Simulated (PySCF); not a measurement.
# Electric field gradients and quadrupole coupling constants

C₈H₁₃N.
Cartesian coordinates in Å at the GFN2-xTB level; atoms count from 1:
```xyz
22
C8H13N angstrom
C      3.263    0.006   -0.755
N      2.508    0.487    0.125
C      1.178    0.138    0.268
C      0.758   -1.131    0.257
C     -0.656   -1.536    0.527
C     -1.636   -0.976   -0.512
C     -1.998    0.489   -0.285
C     -0.837    1.465   -0.470
C      0.273    1.300    0.572
H      2.940   -0.687   -1.539
H      4.303    0.300   -0.756
H      1.475   -1.920    0.072
H     -0.720   -2.626    0.526
H     -0.960   -1.187    1.520
H     -1.210   -1.097   -1.510
H     -2.557   -1.564   -0.472
H     -2.791    0.761   -0.987
H     -2.402    0.604    0.724
H     -0.414    1.346   -1.470
H     -1.234    2.480   -0.397
H     -0.178    1.165    1.559
H      0.886    2.202    0.602
```

Field gradients from the PBE0/pcSseg-1 density (PySCF, non-relativistic), principal values in atomic units, ordered |Vxx| ≤ |Vyy| ≤ |Vzz|:

| atom | Vxx | Vyy | Vzz |
| --- | --- | --- | --- |
| N2 | 0.2947 | 0.8215 | -1.1162 |

Problem. Find the asymmetry η = (Vxx − Vyy)/Vzz and the couplings χ = eQV/h (234.96 MHz × Q in barn × V in au), with Q(14N) = 0.02044 b.

Solution. 
```csv
atom,environment,nucleus,η,χzz (MHz),χxx (MHz),χyy (MHz)
N2,imine nitrogen,14N,0.47,-5.36,1.42,3.95
```

Problem. What is Vzz at N2 in SI units (1 au = 9.71736 × 10²¹ V/m²)?

Solution. -1.1162 au = -10.847 × 10²¹ V/m².

Problem. And the gradient at the other heavy atoms, for which no coupling is worked out here?

Solution. 
```tsv
atom	environment	Vzz (au)	η
C1	imine carbon	0.371	0.24
C3	vinylic carbon bearing nitrogen	-0.266	0.80
C4	alkene CH carbon	0.213	0.52
C5	allylic carbon	-0.052	0.46
C6	ring CH2 carbon	-0.052	0.94
C7	ring CH2 carbon	-0.040	0.20
C8	ring CH2 carbon	-0.051	0.93
C9	allylic carbon	-0.076	0.59
```

Problem. What couplings would deuterons (Q(2H) = 0.00286 b) have in place of the hydrogens, at this geometry?

Solution. 
```json
{"atom": "H10", "bonded to": "C1", "bond length (Å)": "1.094", "Vzz (au)": "0.2972", "η": "0.04", "χzz (kHz)": "200"}
{"atom": "H11", "bonded to": "C1", "bond length (Å)": "1.081", "Vzz (au)": "0.3236", "η": "0.03", "χzz (kHz)": "217"}
{"atom": "H12", "bonded to": "C4", "bond length (Å)": "1.082", "Vzz (au)": "0.3279", "η": "0.09", "χzz (kHz)": "220"}
{"atom": "H13", "bonded to": "C5", "bond length (Å)": "1.091", "Vzz (au)": "0.3047", "η": "0.03", "χzz (kHz)": "205"}
{"atom": "H14", "bonded to": "C5", "bond length (Å)": "1.095", "Vzz (au)": "0.3003", "η": "0.00", "χzz (kHz)": "202"}
{"atom": "H15", "bonded to": "C6", "bond length (Å)": "1.092", "Vzz (au)": "0.3029", "η": "0.02", "χzz (kHz)": "204"}
{"atom": "H16", "bonded to": "C6", "bond length (Å)": "1.093", "Vzz (au)": "0.3031", "η": "0.02", "χzz (kHz)": "204"}
{"atom": "H17", "bonded to": "C7", "bond length (Å)": "1.093", "Vzz (au)": "0.3025", "η": "0.02", "χzz (kHz)": "203"}
{"atom": "H18", "bonded to": "C7", "bond length (Å)": "1.093", "Vzz (au)": "0.3019", "η": "0.02", "χzz (kHz)": "203"}
{"atom": "H19", "bonded to": "C8", "bond length (Å)": "1.092", "Vzz (au)": "0.3027", "η": "0.02", "χzz (kHz)": "203"}
{"atom": "H20", "bonded to": "C8", "bond length (Å)": "1.093", "Vzz (au)": "0.3029", "η": "0.02", "χzz (kHz)": "204"}
{"atom": "H21", "bonded to": "C9", "bond length (Å)": "1.093", "Vzz (au)": "0.3023", "η": "0.01", "χzz (kHz)": "203"}
{"atom": "H22", "bonded to": "C9", "bond length (Å)": "1.091", "Vzz (au)": "0.3014", "η": "0.02", "χzz (kHz)": "203"}
```

Isolated species at its GFN2-xTB geometry (one conformer only). GFN2-xTB bond lengths can be off by several hundredths of an ångström, more for odd bonds, and the gradients follow them. The small basis limits the accuracy of the gradients.
